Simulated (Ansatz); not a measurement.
CH7BN2Si can be A, `BN[SiH]1CN1`, or B, `NBC1N[SiH2]1`.

Gas-phase electronic energies from Ansatz, PBE0-D4/def2-TZVP geometries. CCSD(T)/CBS adds triple-zeta CCSD(T) − MP2 to the extrapolated MP2 energy (def2 sets, frozen cores). Functionals use def2-TZVPP. B3LYP here is the variant with VWN-RPA as its local correlation; programs differ in this. Each species was taken in one conformer, which may not be the lowest.

A:

```xyz
12

B     0.419    0.615   -2.353
N     0.699    0.174   -1.054
Si   -0.404    0.160    0.275
C    -0.442   -1.080    1.611
N     0.271    0.228    1.831
H     1.268    0.562   -3.195
H    -0.675    1.040   -2.595
H     1.628   -0.178   -0.863
H    -1.628    0.883   -0.118
H     0.207   -1.952    1.668
H    -1.380   -1.225    2.148
H     0.038    0.773    2.646
```

B:

Z-matrix (Å, degrees):
```
C
B 1 1.544
Si 1 1.851 2 119.0
N 1 1.511 2 118.2 3 -70.1
H 1 1.094 2 118.9 3 141.6
N 2 1.396 1 121.5 3 -123.8
H 2 1.199 1 120.2 3 53.5
H 3 1.477 1 124.4 2 -9.6
H 3 1.481 1 117.1 2 143.6
H 4 1.010 1 114.1 2 -133.9
H 6 1.004 2 122.7 1 176.1
H 6 1.006 2 123.7 1 -2.9
```

Q: Which isomer does CCSD(T)/CBS put lower? Give the gap. (An estimate is asked.)

A: Computed: A, by 39.5 kJ/mol.

Q: Give E(B) − E(A) in kJ/mol with B2PLYP, PBE0-D4, CCSD/def2-TZVPP, ωB97M-V, B3LYP, HF/def2-TZVPP, CCSD(T)/def2-TZVPP. (Estimate.)

A: Computed: B2PLYP 40.4, PBE0-D4 32.4, CCSD/def2-TZVPP 42.0, ωB97M-V 39.6, B3LYP 38.7, HF/def2-TZVPP 55.3, CCSD(T)/def2-TZVPP 39.1. None reverses the order clearly.

Largest T1 diagnostic: 0.013.

In def2-TZVPP, CCSD(T) changes the Hartree–Fock value by −16.1 kJ/mol (the triples alone add −2.9 kJ/mol) and MP2 by −15.0 kJ/mol. From PBE to PBE0 (25 % exact exchange), in def2-TZVPP and without D4, E(B) − E(A) moves by +5.7 kJ/mol.
